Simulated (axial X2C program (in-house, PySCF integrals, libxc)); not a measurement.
Potential curves of ReH, scalar-relativistic

Calculated with an axial X2C code built on PySCF integrals. Spin-free means the one-electron spin-free X2C Hamiltonian. Basis: Re dyall-v2z [11s12p9d6f], H dyall-v2z [5s1p] (cores contracted in-house); Gaussian nuclei, density fitting, unrestricted open shells. Masses: Re 186.956 u, H 1.008 u.

State: M_S = 2, Λ = 0 (beyond evenly filled blocks: π+α, π-α, δ+α, δ-α). Energies in eV from the fragments at the same level (Re + H). Fits are polynomials in 1 − R0/R over 0.85 to 1.23 times the lowest point R0.

```
 R (Å)       HF
1.4198  -0.1499
1.4851  -0.5067
1.5341  -0.6885
1.5830  -0.8118
1.6320  -0.8880
1.6891  -0.9291
1.7462  -0.9300
1.8197  -0.8875
1.9094  -0.7912
2.0400  -0.6089
```

The state is one determinant whose occupation by symmetry is held fixed; it was picked as the lowest of a PBE0 search that is not exhaustive. De is counted from the lowest determinant-based energies of the atoms at the same level, without counterpoise correction. The determinant is spin-polarised beyond a pure state at some levels (its spin-free form has ⟨S²⟩ too high), which makes Re and μ there less reliable.

(1) What are Re, ωe and De at the HF level?

Results:

(1) At HF, spin-free: Re = 1.718 Å, ωe ≈ 1700 cm⁻¹, De = 0.93 eV to Re + H; Be follows as 5.69 cm⁻¹.
